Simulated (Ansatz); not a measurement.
C2H6AlNO, SMILES `C[O][Al]1[CH2][NH]1`, relaxed with RKS PBE-D4/def2-SVP in the Gaussian-basis code of Ansatz from a rough embedded geometry. The force threshold is 0.03 eV/Å; the program also tests the step.

Charge 0, multiplicity 1.

Start:

```xyz
11

C    -1.779    1.294   -0.096
O    -0.692    1.383   -0.961
Al    0.482    0.023   -0.532
C     1.961   -0.812    0.425
N     1.264   -1.745   -0.594
H    -2.535    2.131   -0.432
H    -2.347    0.356   -0.271
H    -1.543    1.489    0.938
H     1.711   -1.161    1.483
H     2.935   -0.603    0.110
H     0.542   -2.354   -0.071
```

(1) How much energy does the relaxation release, and in how many steps? (Best estimate.)

(2) Which bonds change most? (Estimate.)

(3) Give the relaxed structure. (Estimate.)

Answers

(1) Ansatz gave: 32.13 kcal/mol, in 15 steps, 1 of them rejected.

(2) Computed: Al3–N5 from 1.934 to 1.742 Å; O2–Al3 from 1.847 to 1.695 Å; C4–H10 from 1.045 to 1.113 Å; C1–H6 from 1.176 to 1.113 Å.

(3) The calculation gave: 
```xyz
11

C    -2.041    1.463   -0.166
O    -0.690    1.236    0.139
Al    0.492    0.022    0.136
C     2.151   -0.941    0.346
N     0.909   -1.634   -0.207
H    -2.136    2.198   -0.996
H    -2.586    0.540   -0.471
H    -2.569    1.889    0.716
H     2.519   -1.313    1.329
H     3.006   -0.839   -0.359
H     0.944   -2.620   -0.468
```
